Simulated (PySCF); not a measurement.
C3H5BO, SMILES OB1C=CC1. Coordinates come from a PBE-D3(BJ)/def2-SVP optimisation. This is a generated structure with no PubChem entry under its InChIKey; it may be hypothetical. Other conformers were not sampled.

Computed equilibrium geometry at PBE-D3(BJ)/def2-SVP (PySCF confirms it by a frequency run) as Cartesian coordinates in Å, and its point group (one conformer of several):
point group Cs.
```xyz
10

O     -0.1513     1.9061     0.0000
B     -0.0663     0.5507     0.0000
C     -1.1242    -0.5932     0.0000
C     -0.0835    -1.4774     0.0000
C      1.1313    -0.5458     0.0000
H      0.7296     2.3233     0.0000
H     -2.2055    -0.7951     0.0000
H     -0.0870    -2.5864     0.0000
H      1.7818    -0.6229    -0.8991
H      1.7818    -0.6229     0.8991
```
Charge 0, spin multiplicity 1.
